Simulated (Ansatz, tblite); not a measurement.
Removing and adding an electron: In7As7H20, a nanocrystal cut from wurtzite InAs (hydrogen-capped). The state is a singlet with charge 0. Geometry: PBE-D4/def2-SVP. Ansatz, gas phase; energy differences of separate SCF runs; the oxidised species was run as a doublet alone; the reduced species was run as a doublet alone.

Cartesian coordinates in Å:
```
In 1.4417 -3.3848 -3.0745
As 2.5696 -3.3077 -0.5550
As -0.1003 -1.2372 -2.4532
In -1.8822 -1.8463 -0.5692
In 2.0631 -1.5913 1.4878
As -0.5835 -1.7022 1.7432
As -3.3217 0.4670 -0.4117
In -1.7389 -0.0125 3.5556
In 1.3815 0.9489 -2.1114
As 2.3437 0.8040 0.3596
As -0.5344 2.8541 -1.7298
In -2.3112 2.8828 0.3340
In 1.7662 2.9949 1.8901
As -0.8064 2.2667 2.3964
H 0.4440 -4.8050 -3.0913
H 2.6996 -2.8788 -4.1584
H 2.4737 -4.7018 0.0653
H 4.0919 -3.3114 -0.6993
H -0.9439 -0.9372 -3.6948
H -2.9189 -3.2038 -0.8959
H 3.0243 -1.9366 2.8942
H -0.8204 -3.1068 2.3042
H -4.0118 0.6647 -1.7626
H -4.5922 0.2086 0.3934
H -3.4478 -0.0723 3.2014
H -0.9318 -0.2329 5.0776
H 2.4356 1.3800 -3.4258
H 3.8495 0.8893 0.0960
H -1.3452 2.9453 -3.0241
H 0.1074 4.2352 -1.8326
H -3.4707 4.1710 0.2162
H 2.6801 2.8748 3.3617
H 1.6793 4.3219 0.7584
H -1.2901 3.3593 3.3547
```

In the def2 sets In takes a core potential; there is no spin–orbit coupling. The xTB rows come from tblite. Single mean-field runs in def2-SVP are fitted with def2-universal-jkfit. HOMO above LUMO, or a gap near zero within one spin, warns that the state may not be the lowest or that an electron is smeared out.

```
   level  −HOMO (eV)  vertical IE (eV)  −LUMO (eV)  vertical EA (eV)  HOMO–LUMO gap (eV)  IE − EA (eV)
GFN1-xTB        9.48             10.90        6.51              5.19                2.97          5.71
GFN2-xTB       10.17             11.64        7.20              5.75                2.97          5.89
```

Task: Estimate the rows for PBE-D4/def2-SVP, PBE0-D4/def2-SVP.

Result: 
```
           level  −HOMO (eV)  vertical IE (eV)  −LUMO (eV)  vertical EA (eV)  HOMO–LUMO gap (eV)  IE − EA (eV)                                                                   remarks
 PBE-D4/def2-SVP        5.89                 –        2.27              0.92                3.62             –  HOMO above zero (-1 doublet), gap within one spin near zero (-1 doublet)
PBE0-D4/def2-SVP        6.83              7.94        1.56              0.64                5.26          7.30                                              HOMO above zero (-1 doublet)
```

Run but left out: PBE-D4/def2-SVP (charge +1 doublet: an occupied level 0.02 eV above an empty one).   A HOMO above zero means that the electron is unbound at that level or that self-interaction error raises the level; the energy of removing that electron tells which. Raw xTB energy differences between charge states are shifted by several eV; the methods need an empirical correction for them. Sets without diffuse functions give affinities that are too small.
